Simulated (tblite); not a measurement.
C₅H₅OS (doublet state).
Geometry (GFN2-xTB, Å), atoms numbered from 1 in this order:
```
atom  x, y, z in Å
C1     3.3079    0.6821   -0.5737
C2     2.2507    0.2248   -0.1921
C3     1.0527   -0.2882    0.2127
S4    -0.0912   -0.8898   -0.9273
C5    -1.6437   -0.8161    0.0620
C6    -1.9662    0.6423    0.1538
O7    -1.7207    1.3290    1.1074
H8     4.2269    1.0842   -0.8773
H9     0.8118   -0.3889    1.2569
H10   -1.4609   -1.2667    1.0367
H11   -2.3825   -1.3757   -0.5064
H12   -2.3836    1.0624   -0.7788
```

Method: GFN2-xTB as coded in tblite; computed harmonic values from a numerical Hessian at the method's own geometry, unscaled. The method is semi-empirical: single wavenumbers can be off by several per cent or more. One conformer, not necessarily the lowest. Open shells enter through the occupations alone, without spin polarisation, and single modes of such species can be off by tens of per cent.

Harmonic wavenumbers (cm⁻¹): 40.5, 69.9, 75.8, 135.7, 225.3, 260.1, 318.3, 418.0, 457.8, 482.7, 525.7, 635.5, 666.3, 797.8, 881.9, 920.3, 1002.4, 1100.8, 1111.4, 1152.9, 1232.7, 1361.9, 1405.4, 1744.5, 2139.6, 2796.3, 2997.6, 3027.1, 3087.3, 3399.9.

A = 4096, B = 1291, C = 1050 MHz; mass 113.006 u (most abundant isotopes); point group C1, symmetry number 1; spin multiplicity 2.

Zero-point energy?

Half the sum of the wavenumbers: 17236 cm⁻¹ = 49.28 kcal/mol.

What is S at 500 K and 1 bar for an ideal gas of classical rigid rotors and harmonic oscillators?

Translation 42.68, rotation 29.99, vibration 40.33, spin (R ln 2) 1.38: S = 114.4 cal/(mol K).

And Cp and H(500 K) − H(0)?

Cp = 41.30 cal/(mol K), of which vibrations give 33.35 (their classical limit is 30 R = 59.6); H(500 K) − H(0) = 13.59 kcal/mol without the zero-point energy, 9.62 from vibrations.

What must be added to the electronic energy to get the Gibbs energy at 500 K and 1 bar?

ZPE + [H(500 K) − H(0)] − T·S = 49.28 + 13.59 − 57.19 = 5.68 kcal/mol.

Which modes carry the vibrational entropy at 500 K?

40.5 cm⁻¹: 6.26; 69.9 cm⁻¹: 5.18; 75.8 cm⁻¹: 5.02; 135.7 cm⁻¹: 3.87; 225.3 cm⁻¹: 2.88; 260.1 cm⁻¹: 2.61 cal/(mol K); the other 24 give 14.51 together.

Blend soft modes into free rotors: weight 1/[1 + (100 cm⁻¹/ν̃)⁴] for the oscillator and the rest for a rotor with moment μB/(μ + B), μ = h/(8π²ν), B = 10⁻⁴⁴ kg m². What vibrational entropy results?

35.99 cal/(mol K) in place of 40.33, which changes −T·S at 500 K by +2.17 kcal/mol.

Hindered rotation and anharmonicity are outside this model. Other conformers, if any are populated, would add a mixing term that is left out. The structure is chiral; the term R ln 2 for an equal mix with its mirror image is left out.
